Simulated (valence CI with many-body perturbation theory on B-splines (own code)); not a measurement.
# Tc XXXVII: electric-dipole lines

Level of theory: relativistic CI+MBPT: five valence electrons over a frozen Dirac-Fock core [He], radial functions for each j: 11 s, 11 p, 10 d, 8 f, 5 g, 2 h, with the one-electron correlation potential Σ1, the two-electron term Σ2, the three-electron term Σ3, Breit, model QED; selected CI, second order for the rest, scaled by the run's own slope (own B-spline code, finite nucleus).

No measured spectrum was set against this ion. As an estimate, large intervals hold to a few tenths of a per cent, small ones and those within an open d or f shell to about a per cent. Among the levels kept, up to 11000 cm⁻¹ of a level comes from second order outside the variational space, and about a tenth of that is noise between levels of different J, which matters for small intervals.

Lines 201 to 250 of 579 in falling wavelength, among levels below 3457.2 eV, chosen from the strongest by gf and those to the six lowest levels. Wavelengths and rates use the calculated energies. Electric multipoles are in the length gauge, E1 and E2 with the static RPA response of the core. Weak lines are less certain than strong ones. Lines between different terms over intervals too small for the method are left out, as are lines whose strength nearly cancels. Where a level lies close to another of its J and parity, the split of strength between their lines is uncertain. The highest levels of a list are the least certain.

Levels are named by their leading jj configuration (3d3/2^4 stands for four electrons in 3d with j = 3/2), which in mixed levels can hold well under half, so a name can repeat and another be missing. Letters in brackets count levels of one name in rising energy.

| λ vac (Å) | Upper | Lower | A (s⁻¹) | S (a.u.) with core polarisation | S without |
| --- | --- | --- | --- | --- | --- |
| 42.25 | (2s 2p1/2 2p3/2^2 3p3/2) J=7/2 [c] | (2s^2 2p1/2 2p3/2 3p3/2) J=5/2 [b] | 4.56e+10 | 1.36e-02 | 1.36e-02 |
| 42.17 | (2s 2p1/2^2 2p3/2 3d5/2) J=7/2 [b] | (2s^2 2p1/2^2 3d5/2) J=5/2 | 1.25e+11 | 3.71e-02 | 3.72e-02 |
| 42.00 | (2s 2p1/2 2p3/2^2 3d5/2) J=7/2 [e] | (2s^2 2p1/2 2p3/2 3d5/2) J=7/2 [b] | 6.99e+10 | 2.04e-02 | 2.05e-02 |
| 41.91 | (2s 2p1/2^2 2p3/2 3p3/2) J=5/2 [b] | (2s^2 2p1/2^2 3p3/2) J=3/2 | 1.56e+11 | 3.39e-02 | 3.40e-02 |
| 41.67 | (2s 2p1/2 2p3/2^3) J=5/2 | (2s^2 2p1/2 2p3/2^2) J=5/2 | 1.66e+11 | 3.56e-02 | 3.57e-02 |
| 41.55 | (2s 2p3/2^3 3p3/2) J=1/2 | (2s^2 2p3/2^2 3p3/2) J=1/2 | 1.62e+11 | 1.15e-02 | 1.15e-02 |
| 41.48 | (2s 2p1/2 2p3/2^2 3d5/2) J=7/2 [f] | (2s^2 2p1/2 2p3/2 3d5/2) J=7/2 [b] | 8.32e+10 | 2.35e-02 | 2.35e-02 |
| 41.46 | (2s 2p1/2^2 2p3/2 3d3/2) J=5/2 [b] | (2s^2 2p1/2^2 3d3/2) J=3/2 | 1.29e+11 | 2.72e-02 | 2.73e-02 |
| 41.30 | (2s 2p1/2 2p3/2^3) J=1/2 | (2s^2 2p1/2 2p3/2^2) J=1/2 | 1.38e+11 | 9.61e-03 | 9.63e-03 |
| 41.28 | (2s 2p1/2 2p3/2^2 3d5/2) J=5/2 [f] | (2s^2 2p1/2 2p3/2 3d5/2) J=3/2 [b] | 7.77e+10 | 1.62e-02 | 1.62e-02 |
| 41.26 | (2s 2p1/2^2 2p3/2 3s) J=1/2 | (2s^2 2p1/2^2 3s) J=1/2 | 1.80e+11 | 1.25e-02 | 1.25e-02 |
| 41.21 | (2s 2p1/2^2 2p3/2 3d5/2) J=5/2 [b] | (2s^2 2p1/2^2 3d5/2) J=5/2 | 1.68e+11 | 3.48e-02 | 3.49e-02 |
| 41.16 | (2s 2p1/2^2 2p3/2 3p1/2) J=3/2 [b] | (2s^2 2p1/2^2 3p1/2) J=1/2 | 1.69e+11 | 2.32e-02 | 2.33e-02 |
| 41.13 | (2s 2p1/2^2 2p3/2 3d3/2) J=3/2 [b] | (2s^2 2p1/2^2 3d3/2) J=3/2 | 1.51e+11 | 2.07e-02 | 2.08e-02 |
| 41.13 | (2s 2p1/2 2p3/2^2 3s) J=1/2 [a] | (2s^2 2p1/2 2p3/2 3s) J=3/2 [a] | 1.62e+11 | 1.11e-02 | 1.11e-02 |
| 41.02 | (2s 2p1/2^2 2p3/2 3p3/2) J=3/2 [b] | (2s^2 2p1/2^2 3p3/2) J=3/2 | 1.72e+11 | 2.35e-02 | 2.35e-02 |
| 41.00 | (2s 2p1/2 2p3/2^2 3p3/2) J=5/2 [e] | (2s^2 2p1/2 2p3/2 3p3/2) J=5/2 [b] | 1.38e+11 | 2.81e-02 | 2.82e-02 |
| 40.96 | (2p1/2 2p3/2^4) J=1/2 | (2s 2p1/2 2p3/2^3) J=3/2 [b] | 4.23e+11 | 2.87e-02 | 2.88e-02 |
| 40.87 | (2s 2p1/2 2p3/2^2 3p3/2) J=1/2 [d] | (2s^2 2p1/2 2p3/2 3p3/2) J=1/2 [b] | 1.69e+11 | 1.14e-02 | 1.14e-02 |
| 40.86 | (2s 2p1/2^2 2p3/2 3s) J=3/2 [b] | (2s^2 2p1/2^2 3s) J=1/2 | 1.66e+11 | 2.24e-02 | 2.24e-02 |
| 40.86 | (2s 2p1/2^2 2p3/2 3d5/2) J=3/2 [b] | (2s^2 2p1/2^2 3d5/2) J=5/2 | 1.97e+11 | 2.66e-02 | 2.66e-02 |
| 40.82 | (2s 2p1/2 2p3/2^2 3d5/2) J=3/2 [e] | (2s^2 2p1/2 2p3/2 3d5/2) J=3/2 [b] | 1.12e+11 | 1.50e-02 | 1.51e-02 |
| 40.72 | (2s 2p1/2 2p3/2^2 3d5/2) J=5/2 [f] | (2s^2 2p1/2 2p3/2 3d5/2) J=5/2 [b] | 1.11e+11 | 2.22e-02 | 2.22e-02 |
| 40.62 | (2s 2p1/2^2 2p3/2 3d3/2) J=1/2 [b] | (2s^2 2p1/2^2 3d3/2) J=3/2 | 1.81e+11 | 1.20e-02 | 1.20e-02 |
| 40.61 | (2s 2p1/2 2p3/2^2 3p3/2) J=1/2 [b] | (2s^2 2p1/2 2p3/2 3p3/2) J=3/2 [a] | 1.76e+11 | 1.16e-02 | 1.17e-02 |
| 40.60 | (2s 2p1/2^2 2p3/2 3p3/2) J=1/2 [b] | (2s^2 2p1/2^2 3p3/2) J=3/2 | 1.61e+11 | 1.07e-02 | 1.07e-02 |
| 40.59 | (2s 2p1/2 2p3/2^2 3d5/2) J=3/2 [c] | (2s^2 2p1/2 2p3/2 3d5/2) J=5/2 [a] | 1.14e+11 | 1.50e-02 | 1.50e-02 |
| 40.54 | (2s 2p1/2 2p3/2^2 3p3/2) J=3/2 [c] | (2s^2 2p1/2 2p3/2 3p3/2) J=5/2 [a] | 9.70e+10 | 1.28e-02 | 1.28e-02 |
| 40.52 | (2s 2p1/2 2p3/2^2 3d3/2) J=5/2 [d] | (2s^2 2p1/2 2p3/2 3d3/2) J=5/2 [b] | 1.39e+11 | 2.73e-02 | 2.74e-02 |
| 40.48 | (2s 2p1/2 2p3/2^2 3p3/2) J=7/2 [c] | (2s^2 2p1/2 2p3/2 3p3/2) J=7/2 | 2.27e+11 | 5.94e-02 | 5.96e-02 |
| 40.48 | (2s 2p1/2 2p3/2^2 3s) J=3/2 [c] | (2s^2 2p1/2 2p3/2 3s) J=3/2 [b] | 2.11e+11 | 2.77e-02 | 2.77e-02 |
| 40.48 | (2s 2p1/2 2p3/2^2 3d5/2) J=9/2 [c] | (2s^2 2p1/2 2p3/2 3d5/2) J=9/2 | 1.91e+11 | 6.27e-02 | 6.28e-02 |
| 40.45 | (2s 2p1/2 2p3/2^2 3d5/2) J=5/2 [d] | (2s^2 2p1/2 2p3/2 3d5/2) J=7/2 [a] | 1.05e+11 | 2.05e-02 | 2.06e-02 |
| 40.37 | (2s 2p1/2 2p3/2^2 3p1/2) J=5/2 [c] | (2s^2 2p1/2 2p3/2 3p1/2) J=5/2 | 2.50e+11 | 4.88e-02 | 4.89e-02 |
| 40.36 | (2s 2p1/2 2p3/2^2 3p1/2) J=3/2 [b] | (2s^2 2p1/2 2p3/2 3p1/2) J=3/2 [a] | 1.29e+11 | 1.67e-02 | 1.67e-02 |
| 40.27 | (2s 2p1/2 2p3/2^2 3d5/2) J=5/2 [c] | (2s^2 2p1/2 2p3/2 3d3/2) J=5/2 [a] | 5.46e+10 | 1.06e-02 | 1.06e-02 |
| 40.27 | (2s 2p1/2 2p3/2^2 3d5/2) J=7/2 [d] | (2s^2 2p1/2 2p3/2 3d3/2) J=7/2 | 1.68e+11 | 4.32e-02 | 4.33e-02 |
| 40.26 | (2s 2p1/2 2p3/2^2 3d3/2) J=1/2 [d] | (2s^2 2p1/2 2p3/2 3d3/2) J=1/2 [b] | 1.79e+11 | 1.15e-02 | 1.15e-02 |
| 40.21 | (2s 2p1/2 2p3/2^2 3d3/2) J=3/2 [e] | (2s^2 2p1/2 2p3/2 3d3/2) J=3/2 [b] | 1.32e+11 | 1.69e-02 | 1.70e-02 |
| 40.20 | (2s 2p1/2 2p3/2^2 3d5/2) J=7/2 [c] | (2s^2 2p1/2 2p3/2 3d5/2) J=7/2 [a] | 1.25e+11 | 3.20e-02 | 3.21e-02 |
| 40.06 | (2s 2p1/2 2p3/2^2 3d5/2) J=5/2 [e] | (2s^2 2p1/2 2p3/2 3d3/2) J=7/2 | 1.53e+11 | 2.91e-02 | 2.92e-02 |
| 40.05 | (2s 2p1/2 2p3/2^2 3p1/2) J=1/2 [b] | (2s^2 2p1/2 2p3/2 3p1/2) J=3/2 [a] | 2.28e+11 | 1.45e-02 | 1.45e-02 |
| 40.00 | (2s 2p1/2 2p3/2^2 3p1/2) J=3/2 [d] | (2s^2 2p1/2 2p3/2 3p1/2) J=3/2 [b] | 1.70e+11 | 2.15e-02 | 2.15e-02 |
| 39.99 | (2s 2p1/2 2p3/2^2 3s) J=5/2 [c] | (2s^2 2p1/2 2p3/2 3s) J=5/2 | 2.35e+11 | 4.45e-02 | 4.46e-02 |
| 39.95 | (2s 2p1/2 2p3/2^2 3d5/2) J=7/2 [e] | (2s^2 2p1/2 2p3/2 3d5/2) J=9/2 | 1.58e+11 | 3.97e-02 | 3.98e-02 |
| 39.93 | (2s 2p1/2 2p3/2^2 3p3/2) J=5/2 [c] | (2s^2 2p1/2 2p3/2 3p3/2) J=5/2 [a] | 2.07e+11 | 3.89e-02 | 3.90e-02 |
| 39.93 | (2s 2p1/2 2p3/2^2 3s) J=3/2 [c] | (2s^2 2p1/2 2p3/2 3s) J=5/2 | 8.28e+10 | 1.04e-02 | 1.04e-02 |
| 39.92 | (2s 2p1/2 2p3/2^2 3p1/2) J=1/2 [c] | (2s^2 2p1/2 2p3/2 3p1/2) J=3/2 [b] | 1.99e+11 | 1.25e-02 | 1.25e-02 |
| 39.91 | (2s 2p1/2 2p3/2^2 3d5/2) J=3/2 [d] | (2s^2 2p1/2 2p3/2 3d3/2) J=5/2 [b] | 1.49e+11 | 1.86e-02 | 1.87e-02 |
| 39.89 | (2s 2p1/2 2p3/2^2 3s) J=1/2 [b] | (2s^2 2p1/2 2p3/2 3s) J=1/2 | 2.38e+11 | 1.49e-02 | 1.50e-02 |
